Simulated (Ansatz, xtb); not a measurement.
# ClH2OSn+: where a starting geometry ends

The starting geometry of this gas-phase singlet has its atoms placed at random.

| atom | x (Å) | y (Å) | z (Å) |
| --- | --- | --- | --- |
| Cl | -1.5462 | -1.0218 | -0.3465 |
| O | 0.3148 | -1.7489 | -0.4207 |
| Sn | -0.0503 | 0.7807 | 0.1984 |
| H | 0.0406 | -0.3512 | 1.5349 |
| H | 0.0133 | 1.3944 | -1.1941 |

**Question.** Guess where an optimisation with r2SCAN-D4/def2-SVP ends from this start.

**Answer.** It ends as a structure with Cl1 bridging O2 and Sn3, given below by its coordinates. Distances that change by over a tenth: Sn3–H5 (1.52 → 1.69 Å). Contacts that close: Cl1–O2 (2.00 → 1.77 Å), O2–Sn3 (2.63 → 2.03 Å).

The energy falls by 2.72 eV over 8 steps:

```json
{"step": "1", "E − E(last) (eV)": "2.720"}
{"step": "2", "E − E(last) (eV)": "1.136"}
{"step": "3", "E − E(last) (eV)": "0.500"}
{"step": "4", "E − E(last) (eV)": "0.128"}
{"step": "5", "E − E(last) (eV)": "0.009"}
{"step": "6", "E − E(last) (eV)": "0.001"}
{"step": "7", "E − E(last) (eV)": "0.000"}
{"step": "8", "E − E(last) (eV)": "0.000"}
```

Final geometry (Å):

```yaml
atoms:
  - { symbol: Cl, position_ang: [-1.6956, -1.3951, -0.5473] }
  - { symbol: O, position_ang: [0.0630, -1.5557, -0.6749] }
  - { symbol: Sn, position_ang: [0.1043, 0.2970, 0.1641] }
  - { symbol: H, position_ang: [0.1949, 0.2046, 1.8460] }
  - { symbol: H, position_ang: [0.1057, 1.5024, -1.0159] }
```

From the same start GFN2-xTB reaches the same bonding as this run.

From so rough a start the end depends on the optimiser's path, so another program may land elsewhere. No frequencies were run, so the end isn't proven a minimum. Atoms past krypton carry core potentials, without spin–orbit terms. Run with Ansatz 0.2.0, 17 s on 1 thread of Intel(R) Xeon(R) Platinum 8259CL CPU @ 2.50GHz (Skylake/Cascade Lake), on a shared host.
